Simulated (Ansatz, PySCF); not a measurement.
Gas-phase reaction (SMILES): CN(C)B(O)O + 5 [H][H] (H2) -> B (BH3) + 2 C (CH4) + N (NH3) + 2 O (H2O); energy of full hydrogenation.

Structures are relaxed separately at B3LYP-D3(BJ)/def2-TZVP in Ansatz (a first-principles code), one conformer each, not searched for the lowest. Correlated levels leave the core frozen unless marked. Spin-orbit coupling is left out. Non-relativistic. CBS(X,Y): correlation extrapolated as X^-3; Hartree-Fock from the larger set. Thermal terms are rigid-rotor harmonic-oscillator values from B3LYP-D3(BJ) frequencies (Ansatz or PySCF) at 298.15 K and 1 atm. 1 Eh = 627.5095 kcal/mol.

| species | E, CCSD(T)/CBS(cc-pVTZ,cc-pVQZ) (Ansatz) (Eh) | E, PBE0-D4/def2-TZVPD (Ansatz + dftd4) (Eh) | H - E (Eh) |
|---|---|---|---|
| CN(C)B(O)O | -310.88890 | -310.99473 | 0.12509 |
| [H][H] (H2) | -1.17450 | -1.16831 | 0.01336 |
| B (BH3) | -26.54901 | -26.56634 | 0.03008 |
| C (CH4) | -40.45816 | -40.47492 | 0.04840 |
| N (NH3) | -56.50369 | -56.51535 | 0.03799 |
| O (H2O) | -76.37426 | -76.38102 | 0.02495 |

Task: Work out ΔE and ΔH at 298.15 K at the first level, then ΔH at the second.

Result: 
1. ΔE = [(-26.54901) + 2×(-40.45816) + (-56.50369) + 2×(-76.37426)] - [(-310.88890) + 5×(-1.17450)] = 0.04386 Eh = 27.5 kcal/mol at CCSD(T)/CBS(cc-pVTZ,cc-pVQZ).
2. The terms H - E add up to 0.02288 Eh, so ΔH = (0.04386 + (0.02288))×627.5095 = 41.9 kcal/mol.
3. At PBE0-D4/def2-TZVPD the same steps give ΔE = 26.8 and ΔH = 41.2 kcal/mol, a shift of -0.7 from the first level.
4. These values are not checked against measurement here, since the tables used lack a sound gas-phase enthalpy of formation for at least one species.
